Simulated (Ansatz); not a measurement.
**Reading a saddle point**

A first-order saddle point of BH6ClO2, singlet, PBE0-D4/def2-TZVP, with one imaginary mode of 381i cm⁻¹:

```xyz
10
angstrom
B -1.1986 0.0285 -0.6017
Cl 0.6785 -0.7845 -1.5665
H -1.9775 -0.7894 -0.9966
H -1.1382 1.1212 -1.0801
H 0.5870 0.4696 0.9356
O -0.8845 0.0025 0.7923
H 1.3618 0.0126 -0.4416
O 1.5392 0.6254 0.5991
H -1.1225 -0.8381 1.1900
H 2.1546 0.1521 1.1693
```

Computed with Ansatz 0.2.0 (basis: def2-TZVPP and def2-QZVPP); correlated methods freeze the cores. Extrapolation: Hartree–Fock as exp(−7.88 √X), correlation as X^−2.97.

**Question.** Which contacts change along the imaginary mode, and what lies on either side? (A judgement: the text doesn't fix the answer.)

**Answer.** Computed: The step is BH₂Cl ([BH2][Cl]) + H₂O + H₂O → BH₃O ([BH2][OH]) + HCl + H₂O, with the molecules in contact on both sides. Shortening one way: B1–O6, Cl2–H7, H5–O8; lengthening the same way: B1–Cl2, H5–O6, H7–O8.
```tsv
pair	one side (Å)	saddle (Å)	other side (Å)
B1–O6	1.58	1.43	1.36
Cl2–H7	2.28	1.54	1.32
H5–O8	1.57	1.02	0.97
B1–Cl2	1.89	2.26	3.12
H5–O6	1.01	1.55	1.92
H7–O8	0.98	1.22	1.69
```

**Question.** Which side is lower, and how far does the saddle lie above each? (Judge from chemistry; the value comes from the calculation.)

**Answer.** By the calculation: The side with B1–Cl2, H5–O6, H7–O8 short is lower by 0.235 eV; the saddle lies 0.582 eV above it and 0.347 eV above the other (CCSD(T) at an estimated basis limit (MP2 extrapolated from triple and quadruple zeta, plus CCSD(T) − MP2 in triple zeta); electronic energies).

The T1 diagnostic stays at or below 0.012.

The step is the kind of ligand exchange by which a precursor binds to a hydroxyl group, or is hydrolysed, in atomic layer deposition of oxides.

Labels in which every atom is bracketed show which atoms are joined, not bond orders.

For scale, one of the runs: CCSD(T)/def2-TZVPP, 219 basis functions, launched by `ansatz run in.yaml --threads 4 --pin off --events-out ev --progress --plain --max-ram 9574MiB`. Time: 77 s of wall clock on 4 CPU threads of an Arm Neoverse V1; the host was shared. Peak host memory: 3.4 GiB.
